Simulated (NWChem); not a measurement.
silylarsine (SiAsH$_{5}$); SMILES [SiH3][AsH2]

Program: NWChem. Medium grid unless said otherwise, to which SCAN and Minnesota functionals are sensitive. Structure relaxed at the B3LYP/6-31G* (spherical d) level.

For level Hartree-Fock/def2-SVP:

```yaml
highest occupied level (eV): -9.90
orbital gap (eV): 13.67
```

**Question.** What are these values for level SCAN/def2-SVP?

**Answer.** The highest occupied level (eV) is -6.75. The orbital gap (eV) is 6.48.
